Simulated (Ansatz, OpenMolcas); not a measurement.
# CHFGaN (SMILES N#[C][GaH][F]): the vertical ionisation energy, rung by rung

CHFGaN: 5 atoms, total charge 0, spin state singlet. SMILES: `N#[C][GaH][F]`. The coordinates come from a PBE0-D4/def2-TZVP relaxation.

| atom | x (Å) | y (Å) | z (Å) |
| --- | --- | --- | --- |
| N | 1.2140 | -1.6572 | 1.2660 |
| C | 0.6410 | -0.8647 | 0.6563 |
| Ga | -0.2597 | 0.5190 | -0.3455 |
| F | -1.7247 | -0.0535 | -1.0926 |
| H | 0.1792 | 1.9827 | -0.5256 |

Quantity: the vertical ionisation energy (to the doublet cation), in eV. The values are calculated.

```json
{"level": "M06-L/cc-pVDZ", "kind": "meta-GGA", "program": "OpenMolcas", "value (eV)": "11.87", "less CCSD(T)/cc-pVDZ": "-0.94", "CPU time (all runs)": "2.4 min"}
{"level": "TPSS/cc-pVDZ", "kind": "meta-GGA", "program": "OpenMolcas", "value (eV)": "11.71", "less CCSD(T)/cc-pVDZ": "-1.10", "CPU time (all runs)": "2.7 min"}
{"level": "M06-2X/cc-pVDZ", "kind": "hybrid meta-GGA", "program": "OpenMolcas", "value (eV)": "12.79", "less CCSD(T)/cc-pVDZ": "-0.02", "CPU time (all runs)": "2.7 min"}
{"level": "PBE0/cc-pVDZ", "kind": "global hybrid", "program": "OpenMolcas", "value (eV)": "12.31", "less CCSD(T)/cc-pVDZ": "-0.50", "CPU time (all runs)": "1.7 min"}
{"level": "r2SCAN0/cc-pVDZ", "kind": "hybrid meta-GGA", "program": "Ansatz", "value (eV)": "12.48", "less CCSD(T)/cc-pVDZ": "-0.33", "CPU time (all runs)": "64 s"}
{"level": "HSE06/cc-pVDZ", "kind": "range-separated hybrid", "program": "Ansatz", "value (eV)": "12.28", "less CCSD(T)/cc-pVDZ": "-0.53", "CPU time (all runs)": "29 s"}
{"level": "PBE-QIDH/cc-pVDZ", "kind": "double hybrid", "program": "Ansatz", "value (eV)": "13.01", "less CCSD(T)/cc-pVDZ": "+0.20", "CPU time (all runs)": "38 s"}
{"level": "CCSD(T)/cc-pVDZ", "kind": "coupled cluster or CI", "program": "Ansatz", "value (eV)": "12.81", "less CCSD(T)/cc-pVDZ": "0.00", "CPU time (all runs)": "2 min"}
```

Differences are taken from CCSD(T)/cc-pVDZ for orientation; it has basis-set and higher-order errors of its own. All-electron rows without a relativistic Hamiltonian named are non-relativistic. The values span 11.71 to 13.01 eV. In the correlated wave-function rows the outer d shell of Ga is correlated, in sets not made for it. CPU times are rough (shared hosts, several kinds of processor and program).
